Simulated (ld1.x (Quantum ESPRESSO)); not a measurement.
**vanadium: one change to a TM potential, before and after**

ld1.x (Quantum ESPRESSO) 7.5 input, shortened:

```
&input
   title='V', zed=23., rel=1, dft='PBESOL', iswitch=3,
   config='[Ar] 3d3 4s0.5 4p0'
 /
 &inputp
   pseudotype=2, tm=.true., lloc=0,
   nlcc=.false.
 /
3
4P  2  1   0.00   0.00  3.15  3.15  0.0
3D  3  2   3.00   0.00  1.00  1.00  0.0
4S  1  0   0.50   0.00  1.90  1.90  0.0
 &test
   configts(1)='3d3 4s0.5 4p0'
 /
```

All-electron outer shells of the reference configuration (PBEsol, scalar-relativistic, ld1.x):

```json
{"shell": "3p", "level (eV)": "-55.86", "outermost node (bohr)": "0.35", "outermost maximum (bohr)": "0.84"}
{"shell": "3d", "level (eV)": "-16.83", "outermost node (bohr)": "–", "outermost maximum (bohr)": "0.90"}
{"shell": "4s", "level (eV)": "-14.19", "outermost node (bohr)": "1.16", "outermost maximum (bohr)": "2.53"}
{"shell": "4p", "level (eV)": "-9.73", "outermost node (bohr)": "1.28", "outermost maximum (bohr)": "3.05"}
```

Change: all radii scaled by about 1.18 (s 2.24, p 3.72, d 1.18 bohr).

Cutoffs: the cutoffs (Ry, on a coarse ladder) from which the occupation-weighted sum of valence levels, in a spherical-Bessel basis at the reference potential, stays within 10 and 1 mRy of its value at 400 Ry; they do not see the model core or the augmentation charge, which bear on the density cutoff. Errors are all-electron minus pseudo energies relative to the spin-unpolarised reference configuration.

Question: What does the change do?

Answer: The potential gets softer (160 Ry and 200 Ry → 140 Ry and 140 Ry); of the 7 tests that both files solve, the error grows in 1 and shrinks in 2 by more than 15 % and 0.3 meV (median size 36.5 → 29.3 meV); neither file shows a bound ghost. A larger radius leaves more room for a smooth pseudo-wave, so fewer plane waves are needed.

```tsv
quantity	base	changed
cutoff, loose	160 Ry	140 Ry
cutoff, tight	200 Ry	140 Ry
loose cutoff by channel (10 mRy a level)	d 140 Ry, s 18 Ry	d 110 Ry, s 6 Ry
bound ghosts	none	none
error for 3d3 4s2 4p0, meV [ΔE -14.02 eV]	+55	+41
error for 3d3 4s1 4p0, meV [ΔE -6.27 eV]	+14	+12
error for 3d3 4s0 4p0, meV [ΔE 7.93 eV]	+38	+36
error for 3d2 4s0 4p0, meV [ΔE 36.78 eV]	-254	-219
error for 3d3 4s0 4p2, meV [ΔE -7.14 eV]	+9.7	+14
error for 3d3 4s1 4p1, meV [ΔE -10.65 eV]	+27	+24
error for 3d3 4s1.5 4p0, meV [ΔE -10.92 eV]	+37	+29
```
